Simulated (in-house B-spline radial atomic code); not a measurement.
Ionisation energies with and without relativity, with size and susceptibility from the Dirac run. Dirac energy differences include first-order Breit, QED and recoil terms. NIST's values go from ground level to ground level; the uncertainty of those that are theory runs from under 0.1 % in few-electron ions to several per cent in heavy many-electron ones. Computed with an all-electron radial atomic-structure program (B-spline basis): non-relativistic Hartree-Fock and Dirac-Hartree-Fock, averages of the configuration (point nuclei without relativity, finite nuclei with it).

```csv
ion,configuration,configuration after,ionisation non-relativistic (eV),ionisation Dirac Breit and QED (eV),tabulated value (eV),radius at density 0.001 (bohr),diamagnetic susceptibility (10⁻⁶ cm³/mol)
B4+,1s1,bare,340.1,340.2,340.226,1.059,-0.094965
C4+,1s2,1s1,390.8,390.9,392.0906,1.049,-0.15144
N4+,[He] 2s1,1s2,97.7,97.8,97.8901,2.147,-1.1316
O4+,[He] 2s2,[He] 2s1,111.0,111.1,113.899,2.136,-1.7051
```
